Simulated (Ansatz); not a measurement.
`[SiH3][GeH2][Cl]` + `OBOCF` → `OB([SiH3])OCF` + `[Cl][GeH3]`  (formal exchange of groups at the Si–Ge bond)

Gas-phase electronic energies from Ansatz, PBE0-D4/def2-TZVP geometries. CBS: MP2 limit from def2 TZ/QZ plus the TZ coupled-cluster correction, frozen cores. Functionals use def2-TZVPP. For Ge outer-core shells are correlated without core-valence functions, which leaves a few kJ/mol of doubt a bond. Scalar relativity is left out up to krypton. One conformer a species, not always the lowest.

(1) Is it downhill or uphill in electronic energy at CCSD(T)/CBS, and by how much? (Best estimate.)

(2) What do these levels give: PBE-D4, r2SCAN-D4, PBE, MP2/def2-TZVPP, HF/def2-QZVPP, SCS-MP2/def2-QZVPP? (An estimate is asked.)

Largest T1 diagnostic among the species: 0.013.

Answers

(1) Ansatz gave: Uphill: ΔE = +12.0 kcal/mol.

(2) Computed: PBE-D4 11.7, r2SCAN-D4 11.7, PBE 11.8, MP2/def2-TZVPP 12.3, HF/def2-QZVPP 12.6, SCS-MP2/def2-QZVPP 12.2 kcal/mol.
